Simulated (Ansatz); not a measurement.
## Abstraction of Cl: C2HCl3Si + CHBr2 → C2HCl2Si + CHBr2Cl

Gas-phase species: C2HCl3Si `C#C[Si](Cl)(Cl)Cl`, singlet; CHBr2 `Br[CH]Br`, doublet; C2HCl2Si `C#C[Si](Cl)Cl`, doublet; CHBr2Cl (chlorodibromomethane) `ClC(Br)Br`, singlet. A radical takes Cl: the energy is the difference in strength between the Si–Cl bond broken and the C–Cl bond made.

Shapes, held fixed at every level: PBE0-D4/def2-TZVP. Programs: Ansatz 0.2.0. The zero-point and thermal change to 298 K, harmonic and unscaled (PBE0-D4/def2-TZVP), is +3.4 kJ/mol.

```csv
level,kind,ΔH(298 K) (kJ/mol),less CCSD(T)/def2-TZVPP
HF/def2-SVP,Hartree–Fock,+187.2,+32.8
HF/def2-TZVPP,Hartree–Fock,+180.7,+26.3
PBE-D4/def2-TZVPP,GGA,+134.6,-19.8
r2SCAN-D4/def2-TZVPP,meta-GGA,+154.4,0.0
B3LYP-D4/def2-TZVPP,global hybrid,+149.9,-4.5
B2PLYP/def2-TZVPP,double hybrid,+152.3,-2.1
CCSD(T)/def2-SVP,coupled cluster or CI,+154.7,+0.3
CCSD(T)/def2-TZVPP,coupled cluster or CI,+154.4,0.0
```

The highest level, CCSD(T)/def2-TZVPP, gives ΔH(298 K) = +154.4 kJ/mol; the levels span +134.6 to +187.2. The column of differences is taken from that level and isn't an error. No measured value is set beside it here. Spin contamination: C2HCl2Si (⟨S²⟩ up to 0.80). Open shells run unrestricted. Relativity is left out for Br. Outer-core shells of Br are correlated, in sets that cover them unevenly.
